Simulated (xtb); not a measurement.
Cu(OH) (CuHO), SMILES [OH][Cu], multiplicity 1. All values are semi-empirical tight-binding results from xtb (GFN2-xTB unless named), good for trends rather than for accurate numbers. The structure is a stationary point at GFN2-xTB. The spin state was assumed, not searched.

For metal compounds this method's bond lengths and energies can be far off.

- point group as xtb finds it: Cs
- orbital gap: 4.55 eV
- zero-point energy: 7.0 kcal/mol
- G − E(el) at 298.15 K (modified RRHO): -7.9 kcal/mol
